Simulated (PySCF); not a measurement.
## From a computed spectrum to the compound

A species of 7 atoms with charge 3 has these harmonic modes (BP86, small Gaussian bases with core potentials, PySCF 2.14.0):

| cm⁻¹ | km/mol | symmetry |
| --- | --- | --- |
| 32 | 2.0 |  |
| 79 | 3.1 |  |
| 155 | 0.4 |  |
| 417 | 10.1 |  |
| 420 | 20.1 |  |
| 625 | 71.3 |  |
| 642 | 34.4 |  |
| 678 | 299.0 |  |
| 684 | 526.3 |  |
| 1612 | 175.1 |  |
| 1614 | 88.6 |  |
| 3345 | 1108.0 |  |
| 3364 | 186.4 |  |
| 3378 | 440.6 |  |
| 3385 | 545.6 |  |

**Question.** Which species is it, and in which structure?

**Answer.** [Pm(H2O)2]3+ (singlet in the valence; each metal's 4f electrons, 4 of them, lie in its core potential, out of spins and levels):
```xyz
7

Pm    0.0744   -0.2653    0.0028
O    -0.3331    1.0397    1.8423
H     0.1502    1.8648    2.1543
H    -1.0148    0.8984    2.5683
O    -0.2440    1.0180   -1.8653
H    -0.0238    0.7886   -2.8197
H    -0.6509    1.9332   -1.9473
```
Ideal gas at 298.15 K and 1 bar: S = 359.3 J/(mol K), Cp = 85.4 J/(mol K), H − H(0 K) = 18.8 kJ/mol (rigid rotor, harmonic modes, spin degeneracy alone, that of the 4f electrons in the core included; the modes under 60 cm⁻¹ make these uncertain). An lcecp potential fixes the number of 4f electrons, so in runs with it no electron can move into or out of that shell.
 The answer isn't unique; the calculation gave this one.
